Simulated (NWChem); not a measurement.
System: C3H3NOSi; SMILES C#C[SiH2]N=C=O

Output (shortened):

```
             Northwest Computational Chemistry Package (NWChem) 7.3.0
             --------------------------------------------------------

                             Geometry "geometry" -> ""
                             -------------------------

 Output coordinates in angstroms (scale by  1.889725989 to convert to a.u.)

  No.       Tag          Charge          X              Y              Z
 ---- ---------------- ---------- -------------- -------------- --------------
    1 C                    6.0000     1.40110500     2.63741900    -0.01079800
    2 C                    6.0000     0.47938600     1.84726000     0.00488800
    3 Si                  14.0000    -0.92204400     0.68220700     0.02816600
    4 N                    7.0000    -0.35105600    -0.93511900    -0.01517600
    5 C                    6.0000     0.14655500    -2.02686200    -0.01221900
    6 O                    8.0000     0.62063300    -3.10542200    -0.01383200
    7 H                    1.0000     2.21436900     3.32975700    -0.02486100
    8 H                    1.0000    -1.77746900     0.90686800    -1.15859500
    9 H                    1.0000    -1.70721100     0.87008500     1.26897600

 Effective nuclear repulsion energy (a.u.)     227.7482454750

  pbe96 is a nonlocal functional; adding pw91lda local functional.
                              NWChem Property Module
                              ----------------------

  itol2e modified to match energy
  convergence criterion.

                                 NWChem DFT Module
                                 -----------------

 Summary of "ao basis" -> "ao basis" (spherical)
 ------------------------------------------------------------------------------
       Tag                 Description            Shells   Functions and Types
 ---------------- ------------------------------  ------  ---------------------
 C                          pcsseg-1                 7       17   3s3p1d
 Si                         pcsseg-1                10       24   4s5p1d
 N                          pcsseg-1                 7       17   3s3p1d
 O                          pcsseg-1                 7       17   3s3p1d
 H                          pcsseg-1                 3        5   2s1p

  itol2e modified to match energy
  convergence criterion.

            General Information
            -------------------
          SCF calculation type: DFT
          Wavefunction type:  closed shell.
          No. of atoms     :     9
          No. of electrons :    50
           Alpha electrons :    25
            Beta electrons :    25
          Charge           :     0
          Spin multiplicity:     1
          Use of symmetry is: off; symmetry adaption is: off
          Maximum number of iterations: 150
          AO basis - number of functions:   124
                     number of shells:    54
          Convergence on energy requested:  1.00D-07
          Convergence on density requested:  1.00D-05
          Convergence on gradient requested:  5.00D-04

              XC Information
              --------------
          PerdewBurkeErnzerhof Exchange Functional  1.000
            Perdew 1991 LDA Correlation Functional  1.000 local
           PerdewBurkeErnz. Correlation Functional  1.000 non-local

             Grid Information
             ----------------
          Grid used for XC integration:  fine
          Radial quadrature: Mura-Knowles
          Angular quadrature: Lebedev.
          Tag              B.-S. Rad. Rad. Pts. Rad. Cut. Ang. Pts.
          ---              ---------- --------- --------- ---------
          C                   0.70       70          14.0       590
          Si                  1.10      123          12.0       770
          N                   0.65       70          13.0       590
          O                   0.60       70          15.0       590
          H                   0.35       60          13.0       590
          Grid pruning is: on
          Number of quadrature shells:   653
          Spatial weights used:  Erf1

      Superposition of Atomic Density Guess
      -------------------------------------

 Sum of atomic energies:        -532.30180976

      Non-variational initial energy
      ------------------------------

 Total energy =    -534.985585
 1-e energy   =   -1181.768176
 2-e energy   =     419.034346
 HOMO         =      -0.345291
 LUMO         =      -0.005981

   convergence    iter        energy       DeltaE   RMS-Dens  Diis-err
 ---------------- ----- ----------------- --------- --------- ---------
 d= 0,ls=0.0,diis     1   -534.9705090933 -7.63D+02  1.09D-02  1.51D+00
 d= 0,ls=0.0,diis     2   -534.6433740495  3.27D-01  8.36D-03  4.99D+00
 d= 0,ls=0.0,diis     3   -535.0472139765 -4.04D-01  4.41D-03  6.78D-01
 d= 0,ls=0.0,diis     4   -535.0723200852 -2.51D-02  2.35D-03  3.72D-01
 d= 0,ls=0.0,diis     5   -535.1098328249 -3.75D-02  8.68D-04  1.67D-02
  Resetting Diis
 d= 0,ls=0.0,diis     6   -535.1105850191 -7.52D-04  4.03D-04  1.07D-02
 d= 0,ls=0.0,diis     7   -535.1119664111 -1.38D-03  2.58D-04  3.31D-04
 d= 0,ls=0.0,diis     8   -535.1117468190  2.20D-04  1.85D-04  2.19D-03
 d= 0,ls=0.0,diis     9   -535.1119945175 -2.48D-04  4.80D-05  9.86D-05
 d= 0,ls=0.0,diis    10   -535.1120060404 -1.15D-05  6.42D-06  2.87D-06
 d= 0,ls=0.0,diis    11   -535.1120063039 -2.63D-07  2.56D-06  2.25D-07
 d= 0,ls=0.0,diis    12   -535.1120063256 -2.17D-08  9.73D-07  5.14D-08

         Total DFT energy =     -535.112006325591
      One electron energy =    -1185.909919683814
           Coulomb energy =      476.341430458357
    Exchange-Corr. energy =      -53.291762575094
 Nuclear repulsion energy =      227.748245474960

 Numeric. integr. density =       50.000000529740

                       DFT Final Molecular Orbital Analysis
                       ------------------------------------

 Vector   23  Occ=2.000000D+00  E=-2.763186D-01
              MO Center=  5.4D-01,  4.9D-01, -8.6D-03, r^2= 5.9D+00
   Bfn.  Coefficient  Atom+Function         Bfn.  Coefficient  Atom+Function
  ----- ------------  ---------------      ----- ------------  ---------------
    70     -0.250760  4 N  pz                 9      0.248655  1 C  pz
    26      0.247227  2 C  pz                67     -0.231030  4 N  pz
   101      0.213798  6 O  pz               104      0.196770  6 O  pz
    29      0.194605  2 C  pz                12      0.169539  1 C  pz
     6      0.120753  1 C  pz                23      0.119945  2 C  pz

 Vector   24  Occ=2.000000D+00  E=-2.702667D-01
              MO Center=  4.6D-01,  9.4D-02, -8.2D-03, r^2= 6.0D+00
   Bfn.  Coefficient  Atom+Function         Bfn.  Coefficient  Atom+Function
  ----- ------------  ---------------      ----- ------------  ---------------
    68      0.243190  4 N  px                65      0.232942  4 N  px
    99     -0.216578  6 O  px                25      0.200928  2 C  py
   102     -0.200915  6 O  px                 8      0.164865  1 C  py
     7     -0.163290  1 C  px                28      0.162060  2 C  py
    11      0.137236  1 C  py                69      0.136686  4 N  py

 Vector   25  Occ=2.000000D+00  E=-2.650409D-01
              MO Center= -4.3D-02,  2.3D-01,  6.4D-03, r^2= 6.2D+00
   Bfn.  Coefficient  Atom+Function         Bfn.  Coefficient  Atom+Function
  ----- ------------  ---------------      ----- ------------  ---------------
    70      0.247138  4 N  pz                67      0.233569  4 N  pz
   101     -0.210377  6 O  pz                 9      0.205895  1 C  pz
   120     -0.204013  9 H  s                115      0.201982  8 H  s
   104     -0.199597  6 O  pz                26      0.187100  2 C  pz
   121     -0.176580  9 H  s                116      0.175612  8 H  s

[...]

          -----------------------------------------
          Chemical Shielding Tensors (GIAO, in ppm)
          -----------------------------------------

                                NWChem CPHF Module
                                ------------------

  scftype          =     RHF
  nclosed          =       25
  nopen            =        0
  variables        =     2475
  # of vectors     =        3
  tolerance        = 0.10D-03
  level shift      = 0.00D+00
  max iterations   =       50
  max subspace     =       30

 SCF residual:    1.0347285651251302E-004

Iterative solution of linear equations
  No. of variables     2475
  No. of equations        3
  Maximum subspace       30
        Iterations       50
       Convergence  1.0D-04

   iter   nsub   residual    time
   ----  ------  --------  ---------
     1      3    5.67D-05      42.2

      Atom:    1  C
        Diamagnetic
    267.8918     16.7866     -0.3670
     16.7866    260.8684     -0.2758
     -0.3670     -0.2758    246.5847

        Paramagnetic
   -133.3546    105.3089     -1.8384
    105.3089   -158.7104     -1.7932
     -1.8384     -1.7932   -247.6337

        Total Shielding Tensor
    134.5372    122.0955     -2.2054
    122.0955    102.1580     -2.0690
     -2.2054     -2.0690     -1.0490

           isotropic =      78.5487
          anisotropy =     244.5011

          Principal Components and Axis System
                 1           2           3
              241.5494     -4.8194     -1.0838

      1         0.7521     -0.6585      0.0275
      2         0.6589      0.7521     -0.0125
      3        -0.0125      0.0275      0.9995

      Atom:    2  C
        Diamagnetic
    269.0427     21.8745     -0.4530
     21.8745    262.0772     -0.3403
     -0.4530     -0.3403    242.0579

        Paramagnetic
   -100.6602    114.7517     -2.5020
    114.7517   -135.7670     -1.8953
     -2.5020     -1.8953   -240.5282

        Total Shielding Tensor
    168.3826    136.6262     -2.9550
    136.6262    126.3102     -2.2356
     -2.9550     -2.2356      1.5297

           isotropic =      98.7408
          anisotropy =     280.3348

          Principal Components and Axis System
                 1           2           3
              285.6307      9.1170      1.4748

      1         0.7589     -0.6505      0.0292
      2         0.6510      0.7589     -0.0141
      3        -0.0130      0.0297      0.9995

      Atom:    3  Si
        Diamagnetic
    882.5247     -0.1133     -0.0700
     -0.1133    887.2001      0.1060
     -0.0700      0.1060    879.5551

        Paramagnetic
   -475.0260    -14.3914      0.0132
    -14.3914   -447.2450      0.9251
      0.0132      0.9251   -473.3868

        Total Shielding Tensor
    407.4987    -14.5047     -0.0567
    -14.5047    439.9551      1.0311
     -0.0567      1.0311    406.1683

           isotropic =     417.8740
          anisotropy =      41.4646

          Principal Components and Axis System
                 1           2           3
              445.5171    406.1673    401.9377

      1        -0.3564      0.0786      0.9310
      2         0.9340      0.0033      0.3572
      3         0.0250      0.9969     -0.0746

      Atom:    4  N
        Diamagnetic
    321.1861    -14.8788     -0.1981
    -14.8788    352.2458      0.4712
     -0.1981      0.4712    313.6309

        Paramagnetic
   -118.3298    -39.6267     -0.1208
    -39.6267    -46.3136     -0.6353
     -0.1208     -0.6353   -149.7846

        Total Shielding Tensor
    202.8563    -54.5054     -0.3188
    -54.5054    305.9321     -0.1641
     -0.3188     -0.1641    163.8463

           isotropic =     224.2116
          anisotropy =     157.7939

          Principal Components and Axis System
                 1           2           3
              329.4075    179.3891    163.8381

      1        -0.3956      0.9182      0.0211
      2         0.9184      0.3955      0.0092
      3        -0.0001     -0.0230      0.9997

      Atom:    5  C
        Diamagnetic
    253.3463    -15.5621     -0.0251
    -15.5621    282.8428      0.0566
     -0.0251      0.0566    245.9832

        Paramagnetic
   -253.4827   -102.8623     -0.1987
   -102.8623    -61.5370      0.5994
     -0.1987      0.5994   -296.2292

        Total Shielding Tensor
     -0.1363   -118.4244     -0.2238
   -118.4244    221.3058      0.6560
     -0.2238      0.6560    -50.2460

           isotropic =      56.9745
          anisotropy =     323.6003

          Principal Components and Axis System
                 1           2           3
              272.7081    -51.5395    -50.2451

      1        -0.3982      0.9164      0.0405
      2         0.9173      0.3979      0.0153
      3         0.0021     -0.0432      0.9991

      Atom:    6  O
        Diamagnetic
    395.1333     -8.6443     -0.0144
     -8.6443    412.2100      0.0319
     -0.0144      0.0319    391.1872

        Paramagnetic
   -263.5333    -94.9060     -0.0575
    -94.9060    -88.4205      0.4038
     -0.0575      0.4038   -308.1953

        Total Shielding Tensor
    131.6000   -103.5504     -0.0720
   -103.5504    323.7894      0.4356
     -0.0720      0.4356     82.9920

           isotropic =     179.4605
          anisotropy =     284.2555

          Principal Components and Axis System
                 1           2           3
              368.9641     86.4294     82.9879

      1        -0.3999      0.9161     -0.0282
      2         0.9166      0.3996     -0.0140
      3         0.0015      0.0315      0.9995

      Atom:    7  H
        Diamagnetic
     35.4674      6.8980     -0.1421
      6.8980     33.2879     -0.1130
     -0.1421     -0.1130     27.1381

        Paramagnetic
     -3.5174     -0.0211      0.0225
     -0.0211     -2.5805     -0.0004
      0.0225     -0.0004     -2.6118

        Total Shielding Tensor
     31.9500      6.8769     -0.1196
      6.8769     30.7074     -0.1134
     -0.1196     -0.1134     24.5263

           isotropic =      29.0612
          anisotropy =      13.7616

          Principal Components and Axis System
                 1           2           3
               38.2356     24.5244     24.4237

      1         0.7382      0.0293     -0.6740
      2         0.6745     -0.0142      0.7381
      3        -0.0120      0.9995      0.0303

      Atom:    8  H
        Diamagnetic
     29.4319     -1.3547      7.5654
     -1.3547     24.8776     -2.1101
      7.5654     -2.1101     31.2321

        Paramagnetic
     -2.6344      0.2954     -3.6378
      0.2954      0.4765      0.8359
     -3.6378      0.8359     -4.7073

        Total Shielding Tensor
     26.7976     -1.0593      3.9276
     -1.0593     25.3540     -1.2742
      3.9276     -1.2742     26.5248

           isotropic =      26.2255
          anisotropy =       7.2614

          Principal Components and Axis System
                 1           2           3
               31.0664     24.8930     22.7171

      1         0.6869      0.2547     -0.6807
      2        -0.2772      0.9576      0.0785
      3         0.6718      0.1348      0.7284

      Atom:    9  H
        Diamagnetic
     28.5311     -1.0316     -7.4426
     -1.0316     24.7451      1.9723
     -7.4426      1.9723     32.2106

        Paramagnetic
     -2.2028      0.1551      3.5110
      0.1551      0.5155     -0.6862
      3.5110     -0.6862     -5.2015

        Total Shielding Tensor
     26.3282     -0.8765     -3.9316
     -0.8765     25.2606      1.2861
     -3.9316      1.2861     27.0091

           isotropic =      26.1993
          anisotropy =       7.2413

          Principal Components and Axis System
                 1           2           3
               31.0268     24.8708     22.7002

      1        -0.6478      0.2478      0.7203
      2         0.2583      0.9610     -0.0983
      3         0.7166     -0.1224      0.6866
```

Level: PBE/pcSseg-1, GIAO. Coordinates come from a B3LYP/6-31G* (spherical d) optimisation. The printed shielding anisotropy is the first printed principal value minus the mean of the other two.

Reconstruct the input file.

Several could match; the one computed here: the input that was run:
```
start job
memory heap 200 mb stack 900 mb global 1100 mb
geometry units angstroms noautosym nocenter noautoz
  C      1.401105     2.637419    -0.010798
  C      0.479386     1.847260     0.004888
  Si    -0.922044     0.682207     0.028166
  N     -0.351056    -0.935119    -0.015176
  C      0.146555    -2.026862    -0.012219
  O      0.620633    -3.105422    -0.013832
  H      2.214369     3.329757    -0.024861
  H     -1.777469     0.906868    -1.158595
  H     -1.707211     0.870085     1.268976
end
basis spherical
  * library pcsseg-1
end
dft
  xc xpbe96 cpbe96
  iterations 150
end
property
  shielding
end
task dft property
```
